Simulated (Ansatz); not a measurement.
Cartesian coordinates in Å:
```
C 0.130 1.745 -0.121
Si 0.075 0.124 0.784
C -0.147 -1.269 -0.527
O -0.236 -1.072 -1.711
O -0.194 -2.507 -0.001
H -0.792 1.897 -0.686
H 0.961 1.757 -0.828
H 0.253 2.578 0.574
H 1.329 -0.160 1.528
H -1.071 0.033 1.726
H -0.307 -3.127 -0.740
```

Charge 0, multiplicity 1.

Q: List the B3LYP/def2-TZVPP orbital energies in eV (the Gaussian-basis code of Ansatz). (Estimate.)

A: The calculation gave: Occupied: -1799.15, -521.96, -520.51, -280.18, -276.63, -143.71, -99.04, -99.01, -99.00, -30.40, -27.98, -19.46, -17.81, -14.69, -13.49, -12.63, -12.48, -11.46, -11.42, -10.27, -9.50, -9.29, -9.18, -7.56. Lowest empty: -0.85, 0.41, 0.77, 0.92, 1.90, 2.23, 2.43, 2.78.

B3LYP here is the variant with VWN-RPA as its local correlation; programs differ in this.
